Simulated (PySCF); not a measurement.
## Partial charges of `C=C(C)O[SiH2]SC`

C4H10OSSi.
Geometry (GFN2-xTB, Å), atoms numbered from 1 in this order:
```xyz
17
C4H10OSSi angstrom
C     -1.4659    1.5916    0.8552
C     -1.7367    0.5622    0.0700
C     -3.1040   -0.0093   -0.1487
O     -0.7923   -0.1040   -0.6451
Si     0.7992    0.0302   -0.8539
S      1.8547   -0.1700    1.0017
C      3.5554   -0.2351    0.3574
H     -2.2431    2.0890    1.4033
H     -0.4610    1.9516    0.9828
H     -3.3548    0.0342   -1.2077
H     -3.8465    0.5386    0.4219
H     -3.1159   -1.0555    0.1532
H      1.0503   -1.1243   -1.6984
H      1.1963    1.3099   -1.4364
H      3.7810    0.6827   -0.1759
H      4.2140   -0.3400    1.2127
H      3.6623   -1.0904   -0.3022
```

Density: PBE0/pcSseg-1 (PySCF); schemes: Mulliken, IAO, Hirshfeld and ESP-fitted. Isolated species at its GFN2-xTB geometry (one conformer only).

Question: Give the atomic charges in each scheme.

Answer: In e; atoms taken as equivalent share a row and are averaged (×n: the atom named and its like, n in all):

| atom | environment | Mulliken | IAO | Hirshfeld | ESP-fitted |
| --- | --- | --- | --- | --- | --- |
| C1 | terminal =CH2 carbon | -0.190 | -0.414 | -0.152 | -0.729 |
| C2 | vinylic carbon bearing oxygen | +0.019 | +0.229 | +0.089 | +0.579 |
| C3 | allylic carbon | -0.192 | -0.432 | -0.120 | -0.667 |
| O4 | silyl ether oxygen | -0.604 | -0.589 | -0.189 | -0.383 |
| Si5 | oxygen-bound silicon | +0.773 | +0.940 | +0.373 | +0.505 |
| S6 | sulfur bonded to C and Si | -0.321 | -0.208 | -0.105 | -0.261 |
| C7 | S-methyl carbon | -0.406 | -0.499 | -0.113 | -0.444 |
| H8 | vinylic hydrogen | +0.115 | +0.158 | +0.046 | +0.240 |
| H9 | vinylic hydrogen | +0.134 | +0.152 | +0.033 | +0.217 |
| H10/H11/H12 | methyl hydrogen | +0.127 | +0.157 | +0.050 | +0.187 |
| H13/H14 | Si–H hydrogen | -0.091 | -0.146 | -0.080 | -0.075 |
| H15/H16/H17 | methyl hydrogen | +0.157 | +0.162 | +0.049 | +0.178 |

Mean size of the charges over all atoms: ESP-fitted 0.310 e, IAO 0.286 e, Mulliken 0.223 e, Hirshfeld 0.099 e. Each set sums to the total charge, 0, to within 0.001 e. The Mulliken scheme counts on each atom the diagonal of the density matrix times the overlap matrix over that atom's basis functions. The Hirshfeld scheme divides the density at each point in proportion to the densities of the neutral, spherically averaged free atoms.

Some averages cover members that differ in this geometry: H15/H16/H17, ESP-fitted +0.158 to +0.217 e.

Lowest charge. The schemes don't all agree: Mulliken O4 (-0.604); IAO O4 (-0.589); Hirshfeld O4 (-0.189); ESP-fitted C1 (-0.729).

Highest charge. The schemes don't all agree: Mulliken Si5 (+0.773); IAO Si5 (+0.940); Hirshfeld Si5 (+0.373); ESP-fitted C2 (+0.579).

Question: How many electrons does the IAO scheme count on C1?

Answer: Z − q = 6 − (-0.414) = 6.414.

Question: Sum the charges by element, for elements with more than one atom.

Answer: 
```csv
element,atoms,Mulliken,IAO,Hirshfeld,ESP-fitted
C,4,-0.769,-1.117,-0.296,-1.260
H,10,+0.920,+0.974,+0.218,+1.400
```

The run behind these numbers computed NMR shieldings as well. Time: 48 s. Hardware: one thread, Arm Neoverse N1, on a shared host.
